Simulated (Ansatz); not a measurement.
`O[SiH](P)S` + `CBOC` → `C[SiH](O)P` + `COBS`  (redistribution)

Computed with Ansatz on PBE0-D4/def2-TZVP structures; ΔE is electronic, products minus reactants. CBS: MP2 limit from def2 TZ/QZ plus the TZ coupled-cluster correction, frozen cores. Functionals use def2-TZVPP. B3LYP here is the variant with VWN-RPA as its local correlation; programs differ in this. Each species was taken in one conformer, which may not be the lowest.

`O[SiH](P)S`:

Cartesian coordinates in Å:
```
O 1.144 1.383 0.243
Si 0.231 0.016 0.267
P -1.674 0.311 -0.891
S 1.157 -1.642 -0.713
H 1.483 1.667 -0.609
H 0.059 -0.271 1.709
H -2.209 1.191 0.087
H -2.285 -0.841 -0.329
H 2.094 -1.813 0.236
```

`CBOC`:

Cartesian coordinates in Å:
```
C 1.624 0.161 -1.004
B 0.250 0.389 -0.301
O -0.305 -0.609 0.416
C -1.543 -0.464 1.077
H 2.026 -0.842 -0.853
H 1.535 0.347 -2.080
H 2.357 0.890 -0.642
H -0.342 1.440 -0.375
H -2.239 -1.215 0.698
H -1.965 0.533 0.920
H -1.398 -0.631 2.146
```

`C[SiH](O)P`:

```xyz
11

C    -0.524   -1.332   -0.701
Si   -0.353    0.466   -0.238
O    -1.201    0.839    1.130
P     1.852    0.939   -0.118
H    -0.036   -1.529   -1.659
H    -0.069   -1.985    0.049
H    -1.579   -1.602   -0.792
H    -0.941    1.334   -1.289
H    -0.847    0.535    1.966
H     1.656    2.158    0.585
H     2.043    0.176    1.068
```

`COBS`:

```xyz
9

C     0.230   -0.574    1.402
O     0.125   -0.729    0.003
B    -0.129    0.311   -0.810
S    -0.237   -0.032   -2.580
H     0.084    0.468    1.700
H    -0.525   -1.198    1.885
H     1.219   -0.907    1.722
H    -0.279    1.423   -0.387
H    -0.487    1.237   -2.936
```

```
             level  ΔE (kcal/mol)  difference from CCSD(T)/CBS
            PBE-D4            0.0                         -0.1
         r2SCAN-D4           -0.2                         -0.3
           PBE0-D4            0.1                          0.0
          B3LYP-D4            0.1                          0.0
           ωB97M-V            0.1                          0.0
            B2PLYP           -0.2                         -0.3
            r2SCAN           -0.2                         -0.3
             B3LYP           -0.1                         -0.2
SCS-MP2/def2-TZVPP           -0.4                         -0.5
     MP2/CBS(def2)            0.3                          0.2
       CCSD(T)/CBS            0.1                            0
```

Largest T1 diagnostic among the species: 0.013.
